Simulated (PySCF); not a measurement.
# La²⁴⁺: ionisation energy

La²⁴⁺ [Ar] 3d10 4s2 4p3 [4p1/2^2 4p3/2^1, M_J = 3/2] → La²⁵⁺ [Ar] 3d10 4s2 4p2 [4p1/2^2, M_J = 0], as a difference of total energies. All numbers are calculated (PySCF 2.14, the two-component X2C-1e Hamiltonian, in an even-tempered Gaussian basis (17 s from 1.8 bohr⁻², ratio 2.8; 13 p from 2.3 bohr⁻², ratio 2.8; 8 d from 4.2 bohr⁻², ratio 2.8; 4 f from 12 bohr⁻², ratio 3)). Correlated levels: [Ne] frozen; the 74 highest virtual spinors dropped. "Screened" scales the spin-orbit matrix elements by Boettger's factors to mimic the two-electron term; Breit and QED terms are absent.

```tsv
method	ionisation energy (eV)
GHF (spin-free)	815.10
GMP2 (spin-free)	815.98
GHF (screened spin-orbit)	803.55
GMP2 (screened spin-orbit)	804.36
```

How much does correlation contribute at GMP2 (screened spin-orbit)?

804.36 − (803.55) = 0.81 eV, measured against GHF (screened spin-orbit).

Breit and QED terms and the two-electron picture change are absent.

The spin-free rows relax to the high-spin LS determinant and lack the spin-orbit shift.

The labels give the starting determinants; with spin-orbit coupling the two ends relaxed to ⟨J²⟩ = 3.75, ⟨L²⟩ = 2.05, ⟨S²⟩ = 1.80 and ⟨J²⟩ = 0.00, ⟨L²⟩ = 1.35, ⟨S²⟩ = 1.35.

For comparison: 806 ± 4 eV (theoretical estimate listed by NIST; NIST Atomic Spectra Database, ionization energies).
